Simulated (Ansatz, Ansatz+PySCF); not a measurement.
```xyz
24

C     0.0000    1.4800    0.0000
C     1.2817    0.7400    0.0000
C     1.2817   -0.7400    0.0000
C     0.0000   -1.4800    0.0000
C    -1.2817   -0.7400    0.0000
C    -1.2817    0.7400    0.0000
C     2.5634    1.4800    0.0000
C     3.8451    0.7400    0.0000
C     3.8451   -0.7400    0.0000
C     2.5634   -1.4800    0.0000
C     5.1269    1.4800    0.0000
C     6.4086    0.7400    0.0000
C     6.4086   -0.7400    0.0000
C     5.1269   -1.4800    0.0000
H     0.0000    2.5650    0.0000
H     0.0000   -2.5650    0.0000
H    -2.2214   -1.2825    0.0000
H    -2.2214    1.2825    0.0000
H     2.5634    2.5650    0.0000
H     2.5634   -2.5650    0.0000
H     5.1269    2.5650    0.0000
H     7.3482    1.2825    0.0000
H     7.3482   -1.2825    0.0000
H     5.1269   -2.5650    0.0000
```

Basis set: def2-SVP (spherical functions). Charge 0, multiplicity 1.

Computed with Ansatz (development build ahead of 0.2.0); each method stands on the lowest determinant of its kind that the runs found. Restricted functionals stand beside restricted open-shell atoms, which can lie above the unrestricted atoms usual in DFT and then raise those values.

(1) Give the atomization energy at this shape (free ground-state atoms in the same class of orbitals less the molecule, no zero-point energy) of singlet C14H10 by ωB97X (unrestricted), PBE0 (restricted), PBE0 (unrestricted), RHF.

## Answers

(1)

```csv
method,atomization energy
ωB97X (unrestricted),2939.37 kcal/mol
PBE0 (restricted),3014.34 kcal/mol
PBE0 (unrestricted),3000.08 kcal/mol
RHF,2218.18 kcal/mol
```

Caution: the shape is not the minimum. Caution for ωB97X (unrestricted): the unrestricted determinant is spin contaminated. Caution for RHF: no unrestricted run beside it, a lower state can exist.
